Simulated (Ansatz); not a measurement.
Basis-set extrapolation for CH₅NO₂Si, SMILES `N[SiH2]C(=O)O` (PBE0-D4/def2-TZVP geometry, frozen core, Ansatz 0.2.0). Multiplicity 1, RHF reference.

```json
{"": "HF", "def2-TZVPP": "-534.048209", "def2-QZVPP": "-534.068817"}
{"": "MP2 correlation", "def2-TZVPP": "-0.957892", "def2-QZVPP": "-1.031302"}
{"": "CCSD(T) correlation", "def2-TZVPP": "-1.023298", "def2-QZVPP": "not run"}
```

Energies in hartree. Use E(X) = E(∞) + A·exp(−7.88·√X) for Hartree–Fock and E(X) = E(∞) + B·X^(−2.97) for correlation, with X = 3 and 4, and add CCSD(T) minus MP2 of the smaller set to the MP2 limit.

Question: What is the CCSD(T) energy at the basis-set limit?

Answer: HF limit: -534.068817 + (-0.020608) × 0.13774 = -534.07166. MP2 limit: -1.031302 + (-0.073410) × 0.74074 = -1.08568. Higher-order term: -1.023298 − (-0.957892) = -0.06541. Total: -535.22275 hartree, 397.1 kJ/mol below CCSD(T)/def2-TZVPP.
